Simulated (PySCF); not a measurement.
Basis-set dependence of population analyses: `C=CS(=O)(=O)OC`

Species: C3H6O3S.
Structure used (PBE0-D3(BJ)/def2-SVP), in Å, numbered top down from 1:
```xyz
13
C3H6O3S angstrom
C     -2.4714    0.4760    0.0808
C     -1.3743   -0.2732    0.1109
S     -0.1986   -0.1643   -1.1982
O      0.1878   -1.5127   -1.5714
O     -0.6529    0.8045   -2.1672
O      1.0580    0.5364   -0.4491
C      2.0390   -0.2913    0.1594
H     -3.2246    0.4030    0.8694
H     -2.6368    1.1772   -0.7420
H     -1.1325   -1.0083    0.8835
H      2.9299    0.3368    0.2840
H      1.7029   -0.6424    1.1488
H      2.2744   -1.1543   -0.4785
```

PBE0 throughout (PySCF), one geometry, spherical d and f functions. Geometry: PBE0-D3(BJ)/def2-SVP, one conformer, isolated molecule. Atoms taken as equivalent share a column and are averaged. The first 7 of 10 kinds of atom are listed.

Mulliken charges (e):

```csv
basis,functions,C1,C2,S3,O4/O5,O6,C7,H8
STO-3G,45,-0.152,-0.223,+1.184,-0.461,-0.316,-0.158,+0.102
pcSseg-0,79,-0.320,-0.514,+1.782,-0.729,-0.750,-0.339,+0.263
6-31G,79,-0.277,-0.441,+1.390,-0.570,-0.602,-0.266,+0.208
6-31G*,114,-0.343,-0.379,+1.334,-0.527,-0.537,-0.303,+0.206
cc-pVDZ,132,+0.038,-0.253,+0.995,-0.429,-0.401,+0.052,+0.072
def2-SVP,132,-0.011,-0.139,+0.937,-0.447,-0.468,+0.104,+0.083
pcSseg-1,156,-0.099,-0.388,+1.241,-0.519,-0.545,-0.051,+0.149
aug-cc-pVDZ,219,+0.368,+0.581,+2.441,-0.899,-0.794,+0.787,-0.317
"6-311+G(2d,p)",233,-0.282,-0.035,+0.920,-0.495,-0.294,-0.291,+0.144
def2-TZVP,259,-0.217,-0.202,+0.827,-0.426,-0.249,-0.238,+0.151
cc-pVTZ,298,-0.205,-0.198,+0.897,-0.424,-0.284,-0.108,+0.141
IGLO-III,314,-0.228,-0.140,+1.315,-0.549,-0.432,-0.228,+0.124
```

IAO charges (e):

```tsv
basis	functions	C1	C2	S3	O4/O5	O6	C7	H8
STO-3G	45	-0.237	-0.345	+1.564	-0.589	-0.382	-0.279	+0.150
pcSseg-0	79	-0.227	-0.378	+1.888	-0.770	-0.544	-0.236	+0.178
6-31G	79	-0.240	-0.365	+1.853	-0.768	-0.538	-0.259	+0.185
6-31G*	114	-0.241	-0.391	+2.138	-0.851	-0.584	-0.215	+0.170
cc-pVDZ	132	-0.249	-0.388	+2.120	-0.840	-0.578	-0.213	+0.170
def2-SVP	132	-0.238	-0.383	+2.133	-0.849	-0.581	-0.204	+0.167
pcSseg-1	156	-0.245	-0.390	+2.142	-0.853	-0.586	-0.212	+0.171
aug-cc-pVDZ	219	-0.254	-0.387	+2.138	-0.855	-0.586	-0.221	+0.175
6-311+G(2d,p)	233	-0.253	-0.397	+2.185	-0.871	-0.594	-0.222	+0.174
def2-TZVP	259	-0.252	-0.404	+2.218	-0.879	-0.601	-0.219	+0.173
cc-pVTZ	298	-0.254	-0.399	+2.188	-0.869	-0.594	-0.222	+0.174
IGLO-III	314	-0.255	-0.401	+2.206	-0.877	-0.598	-0.222	+0.174
```

Some averages cover members that differ in this geometry, most widely: O4/O5, Mulliken in 6-311+G(2d,p) -0.529 to -0.460; O4/O5, Mulliken in 6-31G -0.590 to -0.550; O4/O5, Mulliken in IGLO-III -0.569 to -0.529; O4/O5, Mulliken in 6-31G* -0.545 to -0.509 e.

Q: Which scheme is steadiest as the basis changes?

A: Largest range over the bases for any column: IAO 0.65 e, Mulliken 1.61 e. IAO charges move least and Mulliken charges most, counted in e. Without the minimal STO-3G basis the ranges are IAO 0.36, Mulliken 1.61 e.

Q: How much do the charges still move between the two largest bases, cc-pVTZ and IGLO-III?

A: At most, over all atoms: Mulliken 0.419 e, IAO 0.018 e.

Q: What do the same runs give for the total energy, the frontier levels and the dipole moment?

A: 
| basis | energy (Eh) | HOMO (eV) | LUMO (eV) | μ (D) |
| --- | --- | --- | --- | --- |
| STO-3G | -731.9609 | -3.75 | 2.20 | 2.75 |
| pcSseg-0 | -739.7168 | -8.84 | -1.53 | 4.73 |
| 6-31G | -740.8066 | -8.79 | -1.38 | 5.16 |
| 6-31G* | -741.1514 | -8.45 | -1.00 | 4.25 |
| cc-pVDZ | -741.1785 | -8.44 | -1.12 | 4.02 |
| def2-SVP | -740.7827 | -8.57 | -1.23 | 4.11 |
| pcSseg-1 | -741.1192 | -8.67 | -1.34 | 4.26 |
| aug-cc-pVDZ | -741.2183 | -8.66 | -1.40 | 4.23 |
| 6-311+G(2d,p) | -741.3214 | -8.66 | -1.41 | 4.24 |
| def2-TZVP | -741.3801 | -8.65 | -1.36 | 4.17 |
| cc-pVTZ | -741.3496 | -8.62 | -1.31 | 4.16 |
| IGLO-III | -741.3725 | -8.64 | -1.39 | 4.17 |

The dipole is fixed by the density alone, so its range of 2.41 D shows that the density itself changes with the basis, not only its division among atoms.
